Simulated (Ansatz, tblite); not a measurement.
Cost and result up the ladder for Li4H⁺ (5 atoms). Charge 1, multiplicity 1. Geometry: PBE0-D4/def2-TZVP.

Cartesian coordinates in Å:
```
Li 0.706 0.767 -1.163
Li -2.207 1.096 0.161
Li -0.347 -1.491 -0.322
Li 0.650 0.223 1.414
H 1.197 -0.595 -0.090
```

Ansatz on 4 threads of Arm Neoverse V2 on a shared host; xTB runs through tblite on one thread. Times are rough, summed over both states, and most runs start from the orbitals of an earlier one. RPA@PBE/def2-TZVP serves as the yardstick here, not as an exact answer. The other state is a quintet at its own geometry, which has other bonds, so the gap mixes isomer and spin.

The xTB rows come from tblite. B3LYP takes the VWN-RPA correlation. HSE06 is defined as in plane-wave codes, on full-range PBE exchange. Correlated methods freeze no core orbitals; core or outer-core shells of Li are correlated, in sets that lack core-valence functions. In the quintet geometry the species has come apart into loosely held pieces. The structure comes from a short search, and lower isomers may exist.

Run but left out: HF/STO-3G (singlet: restricted singlet, unstable in another Hartree–Fock run and untested here); HF/def2-TZVP, HF/def2-TZVPP (singlet: restricted singlet, unstable towards broken spin symmetry).

Correlated methods converge slowly with the basis.

xTB has no spin-polarisation term.

```csv
level,functions,quintet − singlet (eV),difference from RPA@PBE/def2-TZVP (eV),remarks
PBE0-D4/def2-TZVP,62,3.94,-0.08,–
CCSD(T)/def2-TZVPP,90,4.61,0.59,restricted SCF unstable (singlet)
GFN1-xTB,18,6.77,2.75,–
PBE-D4/def2-TZVP (with forces),62,3.93,-0.09,–
B3LYP-D4/def2-TZVP,62,3.88,-0.14,–
HSE06-D4/def2-TZVP,62,3.96,-0.06,–
MP2/def2-TZVP,62,3.78,-0.24,restricted SCF unstable (singlet)
GFN2-xTB,17,6.19,2.17,–
BHLYP-D4/def2-TZVP,62,3.87,-0.14,–
RPA@PBE/def2-TZVP,62,4.02,0.00,–
CAM-B3LYP-D4/def2-TZVP,62,4.30,0.28,–
r2SCAN-D4/def2-TZVP,62,4.19,0.17,–
```

**Question.** Estimate how long each takes.

**Answer.** GFN1-xTB 0.002 s; GFN2-xTB 0.002 s; MP2/def2-TZVP 0.25 s; BHLYP-D4/def2-TZVP 0.7 s; HSE06-D4/def2-TZVP 0.85 s; PBE0-D4/def2-TZVP 0.9 s; B3LYP-D4/def2-TZVP 0.95 s; RPA@PBE/def2-TZVP 1 s; PBE-D4/def2-TZVP (with forces) 1.1 s; CAM-B3LYP-D4/def2-TZVP 1.2 s; r2SCAN-D4/def2-TZVP 1.4 s; CCSD(T)/def2-TZVPP 3 s. On shared hardware such times vary by a factor of up to 3.
